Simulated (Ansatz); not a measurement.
Geometry optimisation of SiH3I⁺, that is SiIH3 with one electron fewer.

```yaml
crystal:
  periodic: [false, false, false]
  atoms:
    - {symbol: Si, position_ang: [-0.001240, 0.001937, -0.206103]}
    - {symbol: I, position_ang: [0.013536, -0.021042, 2.237605]}
    - {symbol: H, position_ang: [1.399026, 0.011284, -0.685619]}
    - {symbol: H, position_ang: [-0.709844, 1.219014, -0.661483]}
    - {symbol: H, position_ang: [-0.701467, -1.211192, -0.684400]}
basis:
  gaussian: {orbitals: def2-TZVP}
total_charge: 1
magnetization: {spin_polarized: true, initial_magnetization: 1}
hamiltonian: {xc: r2scan, dispersion: d4}
scf: {omitted_lower_state_checks: [starts]}
output: {orbitals: {seedname: orbitals}}
relax: {f_tol: 0.02, max_steps: 100}
```

```sh
$ ansatz run in.yaml --threads 4 --pin off --events-out ev --progress --plain --max-ram 3916MiB
```

It prints (some lines left out):

```
Functional definition: r2SCAN
mean field -16021.03072189 eV, -588.7620195848 hartree, gradient 1.2e-9 eV, S^2 0.755877; 0 other end points of the search recorded, 0 dependent functions left out
relax step   1: F+E_penalty+E_count = -16021.04631046 eV  Δ(F+E_penalty+E_count) = +0.000e0 eV  max|allowed force component| = 1.641e0 eV/Å  Δτ_max = 0.0000 Å  (181 SCF iters, accepted)
mean field -16021.17120701 eV, -588.7671823178 hartree, gradient 6.5e-6 eV, S^2 0.755647; 0 other end points of the search recorded, 0 dependent functions left out
relax step   2: F+E_penalty+E_count = -16021.18682708 eV  Δ(F+E_penalty+E_count) = -1.405e-1 eV  max|allowed force component| = 5.037e-1 eV/Å  Δτ_max = 0.1499 Å  (66 SCF iters, accepted)
mean field -16021.18844775 eV, -588.7678159034 hartree, gradient 1.3e-7 eV, S^2 0.755606; 0 other end points of the search recorded, 0 dependent functions left out
relax step   3: F+E_penalty+E_count = -16021.20403117 eV  Δ(F+E_penalty+E_count) = -1.720e-2 eV  max|allowed force component| = 1.560e-1 eV/Å  Δτ_max = 0.0422 Å  (100 SCF iters, accepted)
mean field -16021.19079924 eV, -588.7679023189 hartree, gradient 1.5e-7 eV, S^2 0.755559; 0 other end points of the search recorded, 0 dependent functions left out
relax step   4: F+E_penalty+E_count = -16021.20639321 eV  Δ(F+E_penalty+E_count) = -2.362e-3 eV  max|allowed force component| = 2.051e-2 eV/Å  Δτ_max = 0.0132 Å  (96 SCF iters, accepted)
mean field -16021.19084972 eV, -588.7679041742 hartree, gradient 1.2e-7 eV, S^2 0.755558; 0 other end points of the search recorded, 0 dependent functions left out
relax step   5: F+E_penalty+E_count = -16021.20644304 eV  Δ(F+E_penalty+E_count) = -4.983e-5 eV  max|allowed force component| = 6.151e-3 eV/Å  Δτ_max = 0.0016 Å  (90 SCF iters, accepted)
mean field -16021.19084972 eV, -588.7679041742 hartree, gradient 1.2e-7 eV, S^2 0.755558; 0 other end points of the search recorded, 0 dependent functions left out
Total energy: -16021.20645750 eV, -588.7684777492 hartree
Atom 0 at    -0.050348     0.003025    -0.339496 Å, force     0.006151     0.000095    -0.005817 eV/Å
Atom 1 at     0.090702    -0.020530     2.211183 Å, force    -0.001746    -0.000056     0.005209 eV/Å
Atom 2 at     1.421445     0.009998    -0.540517 Å, force     0.000644     0.000008    -0.001513 eV/Å
Atom 3 at    -0.735249     1.267282    -0.653673 Å, force    -0.002533     0.001619     0.001077 eV/Å
Atom 4 at    -0.726539    -1.259775    -0.677497 Å, force    -0.002517    -0.001666     0.001044 eV/Å
Dipole moment:    -0.031671     0.005634    -0.609385 e Å
Checks for a lower state left out: starts
```

Hardware: 4 threads of Arm Neoverse V1 on a shared host. Wall time 49 s.

In the def2 sets I takes a core potential; there is no spin–orbit coupling.
